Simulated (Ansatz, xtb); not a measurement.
# Relative energy of two isomers of C7H10O

We compare I, `C/C=C1/C[C@@H]1C(C)=O`, a singlet, with II, `C/C=C1\C[C@@H]1C(C)=O`, a singlet. Both are isolated molecules in the gas phase, relaxed with B3LYP/def2-SVP; the shapes shown needn't be the lowest conformers.

I (Å):

```json
{"atom": "C", "x (Å)": "-2.0155", "y (Å)": "-1.7279", "z (Å)": "0.1406"}
{"atom": "C", "x (Å)": "-2.4601", "y (Å)": "-0.2993", "z (Å)": "0.0196"}
{"atom": "C", "x (Å)": "-1.6984", "y (Å)": "0.7143", "z (Å)": "-0.3725"}
{"atom": "C", "x (Å)": "-1.5255", "y (Å)": "2.1226", "z (Å)": "-0.6816"}
{"atom": "C", "x (Å)": "-0.3477", "y (Å)": "1.1354", "z (Å)": "-0.8318"}
{"atom": "C", "x (Å)": "0.0869", "y (Å)": "0.7806", "z (Å)": "-2.2316"}
{"atom": "C", "x (Å)": "1.4617", "y (Å)": "0.1550", "z (Å)": "-2.3626"}
{"atom": "O", "x (Å)": "-0.6232", "y (Å)": "0.9823", "z (Å)": "-3.1934"}
{"atom": "H", "x (Å)": "-2.6065", "y (Å)": "-2.3845", "z (Å)": "-0.5216"}
{"atom": "H", "x (Å)": "-0.9530", "y (Å)": "-1.8473", "z (Å)": "-0.1200"}
{"atom": "H", "x (Å)": "-2.1624", "y (Å)": "-2.1055", "z (Å)": "1.1677"}
{"atom": "H", "x (Å)": "-3.5047", "y (Å)": "-0.0813", "z (Å)": "0.2763"}
{"atom": "H", "x (Å)": "-1.9312", "y (Å)": "2.4932", "z (Å)": "-1.6306"}
{"atom": "H", "x (Å)": "-1.4681", "y (Å)": "2.8559", "z (Å)": "0.1310"}
{"atom": "H", "x (Å)": "0.4489", "y (Å)": "1.1692", "z (Å)": "-0.0788"}
{"atom": "H", "x (Å)": "1.6562", "y (Å)": "-0.1041", "z (Å)": "-3.4114"}
{"atom": "H", "x (Å)": "2.2321", "y (Å)": "0.8593", "z (Å)": "-2.0052"}
{"atom": "H", "x (Å)": "1.5364", "y (Å)": "-0.7463", "z (Å)": "-1.7314"}
```

II (Å):

```yaml
atoms:
  - { symbol: C, position_ang: [-2.6034, -2.2720, -0.9320] }
  - { symbol: C, position_ang: [-1.7268, -1.1880, -1.4901] }
  - { symbol: C, position_ang: [-0.8329, -0.4999, -0.7904] }
  - { symbol: C, position_ang: [-0.1619, -0.2088, 0.4668] }
  - { symbol: C, position_ang: [0.1938, 0.5724, -0.8157] }
  - { symbol: C, position_ang: [-0.2643, 2.0071, -0.9052] }
  - { symbol: C, position_ang: [0.3909, 2.8463, -1.9840] }
  - { symbol: O, position_ang: [-1.1111, 2.4568, -0.1633] }
  - { symbol: H, position_ang: [-2.4415, -3.2275, -1.4612] }
  - { symbol: H, position_ang: [-2.4143, -2.4347, 0.1394] }
  - { symbol: H, position_ang: [-3.6711, -2.0208, -1.0588] }
  - { symbol: H, position_ang: [-1.8441, -0.9532, -2.5556] }
  - { symbol: H, position_ang: [-0.7071, 0.3751, 1.2181] }
  - { symbol: H, position_ang: [0.5886, -0.9056, 0.8577] }
  - { symbol: H, position_ang: [1.1451, 0.3434, -1.3109] }
  - { symbol: H, position_ang: [-0.0403, 3.8557, -1.9872] }
  - { symbol: H, position_ang: [1.4784, 2.9068, -1.8080] }
  - { symbol: H, position_ang: [0.2536, 2.3748, -2.9716] }
```

Estimate which is lower in electronic energy at CCSD(T)/def2-SVP + ΔMP2/def2-TZVPP, and by roughly how much.

CCSD(T)/def2-SVP + ΔMP2/def2-TZVPP gives E(II) − E(I) = +0.14 kcal/mol, slightly favouring structure I, which is too small a margin to settle the true order.

How the difference moves with the method:

```csv
level,geometry,E(II) − E(I) (kcal/mol),departure from the last row (kcal/mol),"job, with rough time for the two"
GFN2-xTB,GFN2-xTB,+0.10,−0.04,"optimisation, 0.43 s"
HF/STO-3G,GFN2-xTB,−0.19,−0.33,"single point, 0.54 s"
r2SCAN-D4/def2-SVP,GFN2-xTB,+0.20,+0.06,"single point, 4 s"
B3LYP/def2-SVP,B3LYP/def2-SVP,−0.05,−0.19,"optimisation, 63 s"
HF/def2-SVP,B3LYP/def2-SVP,−0.09,−0.23,part of the CCSD(T) run
MP2/def2-SVP,B3LYP/def2-SVP,+0.11,−0.03,part of the CCSD(T) run
CCSD(T)/def2-SVP,B3LYP/def2-SVP,+0.10,−0.04,single point
CCSD(T)/def2-SVP + ΔMP2/def2-TZVPP,B3LYP/def2-SVP,+0.14,,"single point, 92 s"
```

As drawn, both hold the same kinds of bond in the same numbers.

The largest departure from CCSD(T)/def2-SVP + ΔMP2/def2-TZVPP is that of HF/STO-3G, 0.33 kcal/mol. The last row adds to CCSD(T) the change of the MP2 difference between the two basis sets, here +0.04 kcal/mol.

With thermal terms from frequencies at re-optimised GFN2-xTB minima (ideal gas, soft modes damped towards free rotors, one conformer each, 298.15 K, 1 atm): on the last row, ΔE + ΔZPE = +0.16, ΔH = +0.16, ΔG = +0.19 kcal/mol.

The correlated steps freeze 8 core orbitals. Codes used: Ansatz 0.2.0, xtb 6.7.1; the last row on 2 threads of Intel(R) Xeon(R) 6975P-C (Granite Rapids) on a shared host.
